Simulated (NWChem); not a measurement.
System: AlPH4; SMILES [AlH2][PH2]

Here is an NWChem input.

```
start job
memory heap 200 mb stack 900 mb global 1100 mb
geometry units angstroms noautosym nocenter noautoz
  Al     0.102843     1.281664    -0.028067
  H     -1.202305     1.976026     0.556902
  H      1.317905     2.145687    -0.580360
  P      0.152845    -1.032891    -0.260267
  H     -0.410613    -1.305519     1.023225
  H      1.512824    -1.176260     0.151064
end
basis spherical
  * library def2-svp
end
dft
  xc b3lyp
  iterations 150
  mulliken
end
task dft energy
esp
  recalculate
  probe 0.07
  range 0.3
  factor 1.0
  spacing 0.02
end
task esp
```

Output (shortened):

```
             Northwest Computational Chemistry Package (NWChem) 7.3.0
             --------------------------------------------------------

                             Geometry "geometry" -> ""
                             -------------------------

 Output coordinates in angstroms (scale by  1.889725989 to convert to a.u.)

  No.       Tag          Charge          X              Y              Z
 ---- ---------------- ---------- -------------- -------------- --------------
    1 Al                  13.0000     0.10284300     1.28166400    -0.02806700
    2 H                    1.0000    -1.20230500     1.97602600     0.55690200
    3 H                    1.0000     1.31790500     2.14568700    -0.58036000
    4 P                   15.0000     0.15284500    -1.03289100    -0.26026700
    5 H                    1.0000    -0.41061300    -1.30551900     1.02322500
    6 H                    1.0000     1.51282400    -1.17626000     0.15106400

 Effective nuclear repulsion energy (a.u.)      74.6404126354

                                 NWChem DFT Module
                                 -----------------

 Summary of "ao basis" -> "ao basis" (spherical)
 ------------------------------------------------------------------------------
       Tag                 Description            Shells   Functions and Types
 ---------------- ------------------------------  ------  ---------------------
 Al                         def2-svp                 8       18   4s3p1d
 H                          def2-svp                 3        5   2s1p
 P                          def2-svp                 8       18   4s3p1d

            General Information
            -------------------
          SCF calculation type: DFT
          Wavefunction type:  closed shell.
          No. of atoms     :     6
          No. of electrons :    32
           Alpha electrons :    16
            Beta electrons :    16
          Charge           :     0
          Spin multiplicity:     1
          Use of symmetry is: off; symmetry adaption is: off
          Maximum number of iterations: 150
          AO basis - number of functions:    56
                     number of shells:    28
          Convergence on energy requested:  1.00D-06
          Convergence on density requested:  1.00D-05
          Convergence on gradient requested:  5.00D-04

              XC Information
              --------------
                         B3LYP Method XC Potential
                     Hartree-Fock (Exact) Exchange  0.200
                        Slater Exchange Functional  0.800 local
                    Becke 1988 Exchange Functional  0.720 non-local
              Lee-Yang-Parr Correlation Functional  0.810
                  VWN I RPA Correlation Functional  0.190 local

             Grid Information
             ----------------
          Grid used for XC integration:  medium
          Radial quadrature: Mura-Knowles
          Angular quadrature: Lebedev.
          Tag              B.-S. Rad. Rad. Pts. Rad. Cut. Ang. Pts.
          ---              ---------- --------- --------- ---------
          Al                  1.25       88           9.0       590
          H                   0.35       45          11.0       434
          P                   1.00       88          10.0       590
          Grid pruning is: on
          Number of quadrature shells:   356
          Spatial weights used:  Erf1

      Superposition of Atomic Density Guess
      -------------------------------------

 Sum of atomic energies:        -584.32619357

      Non-variational initial energy
      ------------------------------

 Total energy =    -584.678467
 1-e energy   =    -958.340781
 2-e energy   =     299.021901
 HOMO         =      -0.274663
 LUMO         =      -0.008399

     ---------------------------------------------
      Total Density - Mulliken Population Analysis
     ---------------------------------------------

[...]

                     NWChem Electrostatic Potential Fit Module
                     -----------------------------------------

 Atom parameters

 Number of atoms is                                    6
 Number of basis functions is                         56

 Grid parameters

 Maximum number of grid points is                  33203
 Number of grid points is                          33202
 Grid range                                     0.300000 nm
 Grid spacing                                   0.020000 nm
 Probe radius                                   0.070000 nm
 Atom radius factor                             1.000000

 Atomic radii

    1    0.100000
   13    0.195000
   15    0.180000
 FASTESP  F
  using M.O. file = ./job.movecs

    Atom              Coordinates                           Charge

                                                  ESP

    1 Al    0.010284    0.128166   -0.002807    0.728208
    2 H    -0.120231    0.197603    0.055690   -0.260522
    3 H     0.131791    0.214569   -0.058036   -0.260260
    4 P     0.015285   -0.103289   -0.026027   -0.337391
    5 H    -0.041061   -0.130552    0.102323    0.065613
    6 H     0.151282   -0.117626    0.015106    0.064352
                                            ------------
                                                0.000000

 Dipole moment                                  0.321131

 Quadrupole moment Qxx                          0.000093
                   Qyy                         -6.142359
                   Qzz                          6.142266

 RMS deviation kJ/mol                           0.090620

 RRMS %                                        46.526761
```

Level: B3LYP/def2-SVP. The geometry was optimised at PBE0/def2-SVP.
